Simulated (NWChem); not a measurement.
System meant: B3H2O3 cation

NWChem input:

```
start job
memory heap 200 mb stack 900 mb global 1100 mb
charge 1
geometry units angstroms noautoz
  B      0.000000     0.000000     1.163286
  O     -1.231978     0.000000     0.828139
  B     -1.239410     0.000000    -0.650989
  O      0.000000     0.000000    -1.223483
  B      1.239410     0.000000    -0.650989
  O      1.231978     0.000000     0.828139
  H     -2.277066     0.000000    -1.202972
  H      2.277066     0.000000    -1.202972
end
basis spherical
  B library def2-svp
  O library def2-svp
  H library def2-svp
end
dft
  odft
  mult 2
  xc b3lyp
  iterations 150
  mulliken
end
task dft energy
```

End of the output:

```
 ==============================================================================
                                 internuclear angles
 ------------------------------------------------------------------------------
        center 1       |       center 2       |       center 3       |  degrees
 ------------------------------------------------------------------------------
    2 O                |   1 B                |   6 O                |   149.56
    1 B                |   2 O                |   3 B                |   105.51
    2 O                |   3 B                |   4 O                |   114.50
    2 O                |   3 B                |   7 H                |   118.30
    4 O                |   3 B                |   7 H                |   127.20
    3 B                |   4 O                |   5 B                |   130.41
    4 O                |   5 B                |   6 O                |   114.50
    4 O                |   5 B                |   8 H                |   127.20
    6 O                |   5 B                |   8 H                |   118.30
    1 B                |   6 O                |   5 B                |   105.51
 ------------------------------------------------------------------------------
                            number of included internuclear angles:         10
 ==============================================================================

 Summary of "ao basis" -> "" (spherical)
 ------------------------------------------------------------------------------
       Tag                 Description            Shells   Functions and Types
 ---------------- ------------------------------  ------  ---------------------
 B                          def2-svp                 6       14   3s2p1d
 O                          def2-svp                 6       14   3s2p1d
 H                          def2-svp                 3        5   2s1p

                                 NWChem DFT Module
                                 -----------------

 Summary of "ao basis" -> "ao basis" (spherical)
 ------------------------------------------------------------------------------
       Tag                 Description            Shells   Functions and Types
 ---------------- ------------------------------  ------  ---------------------
 B                          def2-svp                 6       14   3s2p1d
 O                          def2-svp                 6       14   3s2p1d
 H                          def2-svp                 3        5   2s1p

      Symmetry analysis of basis
      --------------------------

        a1         38
        a2         11
        b1         30
        b2         15

  number of electrons :                   40
  multiplicity        :                    2
 ------------------------------------------------------------------------
  no. of electrons and multiplicity not compatible                  40
 ------------------------------------------------------------------------
 ------------------------------------------------------------------------
  current input line :
    26: task dft energy
 ------------------------------------------------------------------------
 ------------------------------------------------------------------------
 There is an error in the input file
 ------------------------------------------------------------------------
 For more information see the NWChem manual at https://nwchemgit.github.io

0: no. of electrons and multiplicity not compatible:Received an Error in Communication
```

Question: Can this run be used? If not, why, and what is the fix?

Answer: The input was rejected before any calculation. Cause: the multiplicity doesn't fit the number of electrons (an even count wants an odd multiplicity, and the reverse). This input runs:
```
start job
memory heap 200 mb stack 900 mb global 1100 mb
charge 1
geometry units angstroms noautoz
  B      0.000000     0.000000     1.163286
  O     -1.231978     0.000000     0.828139
  B     -1.239410     0.000000    -0.650989
  O      0.000000     0.000000    -1.223483
  B      1.239410     0.000000    -0.650989
  O      1.231978     0.000000     0.828139
  H     -2.277066     0.000000    -1.202972
  H      2.277066     0.000000    -1.202972
end
basis spherical
  B library def2-svp
  O library def2-svp
  H library def2-svp
end
dft
  xc b3lyp
  iterations 150
  mulliken
end
task dft energy
```
It converges to -301.12868 Ha (B3LYP/def2-SVP).
